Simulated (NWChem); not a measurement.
AgH3O; SMILES [OH2]->[AgH]

```xyz
5

Ag    -0.0084    -0.3741     0.0000
H      0.0766    -1.9723     0.0000
O     -0.0679     1.8884     0.0000
H      0.4302     2.2227    -0.7714
H      0.4302     2.2227     0.7714
```
Atoms are numbered in this order, from 1.

Results from NWChem. The geometry was optimised at PBE-D3(BJ)/def2-SVP. def2 effective core potentials on Ag; no spin-orbit coupling. Vertical excitations in the gas phase; the lowest state need not have the same character in each row.

For level BHandHLYP/def2-SVP, TDA:

* **lowest excitation, singlet (eV)**: 4.77
* **oscillator strength of that lowest state**: 0.172
* **orbital gap (eV)**: 6.74

Q: Estimate the same quantities for level LDA (Slater exchange, VWN5)/def2-SVP, TDA.

A: 
- lowest excitation, singlet (eV): 4.08
- oscillator strength of that lowest state: 0.139
- orbital gap (eV): 3.61
